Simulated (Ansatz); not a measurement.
```xyz
10

C     1.658   -0.476   -0.933
In   -0.261   -0.143   -0.055
N    -0.688    1.337    1.250
S    -2.181   -1.424   -0.702
H     1.969    0.417   -1.476
H     2.393   -0.684   -0.155
H     1.615   -1.318   -1.622
H    -1.534    1.287    1.797
H     0.051    1.746    1.800
H    -3.022   -0.743    0.095
```

Charge 0, multiplicity 1. In takes the def2 core potential.

Q: List the PBE/def2-TZVPP orbital energies in eV (Ansatz). (Estimate.)

A: Computed: Occupied: -2395.29, -379.82, -268.94, -208.23, -154.37, -154.28, -154.16, -121.67, -79.41, -79.19, -79.11, -20.56, -18.87, -18.73, -18.51, -18.46, -18.20, -16.98, -16.67, -11.38, -10.36, -9.94, -9.87, -9.34, -7.45, -6.74, -6.12, -5.60. Lowest empty: -1.46, -1.18, -0.14, 0.04, 0.22, 1.36, 1.91, 2.22.
